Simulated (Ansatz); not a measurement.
Start from `[NH2][Ga]([F])[SiH2]F` and change one atom or group to get `[NH2][Ga]([F])[GeH3]`.

Ansatz, PBE0-D4/def2-TZVP geometries, multiplicity 1. Each molecule was computed in one conformer, which needn't be the lowest.

Scalar relativity is left out up to krypton.

| property | `[NH2][Ga]([F])[SiH2]F` |
| --- | --- |
| HOMO energy (PBE0/def2-TZVPP) / eV | -7.76 |
| LUMO energy (ωB97M-V/def2-TZVPP) / eV | 0.58 |
| LUMO energy (PBE/def2-TZVPP) / eV | -1.90 |
| HOMO–LUMO gap (PBE/def2-TZVPP) / eV | 4.48 |
| ideal-gas entropy at 298 K and 1 bar (rigid rotor, harmonic PBE0-D4/def2-TZVP) / J/(mol·K) | 387 |
| HOMO energy (ωB97M-V/def2-TZVPP) / eV | -10.14 |

Question: Give the same properties after the change, and the shifts. (An estimate is asked.)

Answer: The calculation gave: 
| property | `[NH2][Ga]([F])[GeH3]` | shift |
| --- | --- | --- |
| HOMO energy (PBE0/def2-TZVPP) / eV | -7.67 | 0.09 |
| LUMO energy (ωB97M-V/def2-TZVPP) / eV | 0.81 | 0.23 |
| LUMO energy (PBE/def2-TZVPP) / eV | -1.65 | 0.25 |
| HOMO–LUMO gap (PBE/def2-TZVPP) / eV | 4.63 | 0.15 |
| ideal-gas entropy at 298 K and 1 bar (rigid rotor, harmonic PBE0-D4/def2-TZVP) / J/(mol·K) | 382 | -5 |
| HOMO energy (ωB97M-V/def2-TZVPP) / eV | -10.06 | 0.08 |

With PBE0 the HOMO rises by 0.09 eV and the LUMO rises by 0.25 eV, so the gap widens by about 0.16 eV. PBE moves the HOMO by 0.10 eV and ωB97M-V by 0.08 eV. Modes under 60 cm⁻¹, often nearly free rotors, make the harmonic entropy too high.

Positive LUMOs are unbound, so they and the gaps depend on the basis.
